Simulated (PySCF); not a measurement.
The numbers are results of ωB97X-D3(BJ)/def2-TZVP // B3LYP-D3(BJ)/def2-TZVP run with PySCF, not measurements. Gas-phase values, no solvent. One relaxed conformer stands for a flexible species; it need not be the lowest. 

Reference species (SMILES): `[SH][GaH][SH]` (H–S–Ga–S torsion 0°, S–Ga–S–H torsion 0°) (neutral, multiplicity 1).

```json
{
 "HOMO–LUMO gap": "10.61 eV",
 "HOMO": "-9.97 eV"
}
```

Changed species: `[SH][GaH2]` (2 of 3 SH replaced by H; the reference has 1 of 3 SH replaced by H).

Question: Give the shifts of the HOMO–LUMO gap and HOMO.

Answer: the HOMO–LUMO gap falls by 0.18 eV, to 10.43 eV; the HOMO drops by 0.12 eV, to -10.09 eV.
